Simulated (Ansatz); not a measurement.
Pulling on the B1–H2 bond in BH3O (SMILES BO) (multiplicity 1 held, fragments rigid). Energies count from the point at 1.192 Å.
Geometry at that point (charge 0, multiplicity 1):
```xyz
5

B     -0.44836    -0.55342     0.06101
H     -0.33819    -1.33753     0.95180
H     -1.30243    -0.64193    -0.77342
O      0.44517     0.45958     0.02793
H      0.32104     1.06992    -0.70687
```

Signs of static correlation in cc-pVTZ, with CASSCF(2,2), from Ansatz (a quantum-chemistry and plane-wave program) runs.

```tsv
R (Å)	T1 of restricted CCSD	⟨S²⟩ of UHF	largest double amplitude of restricted CCSD	weight of the CASSCF reference in MRCISD	CASSCF natural occupations
0.953	0.014	0.000	0.036	0.920	1.99 0.01
1.073	0.014	0.000	0.036	0.920	1.99 0.01
1.192	0.014	0.000	0.036	0.920	1.98 0.02
1.311	0.014	0.000	0.036	0.920	1.98 0.02
1.430	0.014	0.000	0.036	0.920	1.97 0.03
1.609	0.015	0.000	0.066	0.920	1.95 0.05
1.788	0.016	0.000	0.105	0.920	1.92 0.08
2.086	0.021	0.403	0.185	0.920	1.86 0.14
2.384	0.030	___	0.278	0.921	1.75 0.25
2.741	___	0.896	0.406	0.921	1.59 0.41
3.218	0.070	0.973	0.597	0.922	1.36 0.64
3.814	0.096	0.997	0.805	0.922	1.17 0.83
```

Question: Complete the blanks.

Answer: 
- 2.384, ⟨S²⟩ of UHF: 0.729
- 2.741, T1 of restricted CCSD: 0.045

Doubts at one or more of the structures used: a restricted determinant that unrestricted orbitals would lower (R-CCSD(T)/cc-pVTZ); other coupled-cluster roots lie near (R-CCSD(T)/cc-pVTZ); T1 above 0.05 (R-CCSD(T)/cc-pVTZ, U-CCSD(T)/cc-pVTZ); a spin-contaminated determinant (U-CCSD(T)/cc-pVTZ).
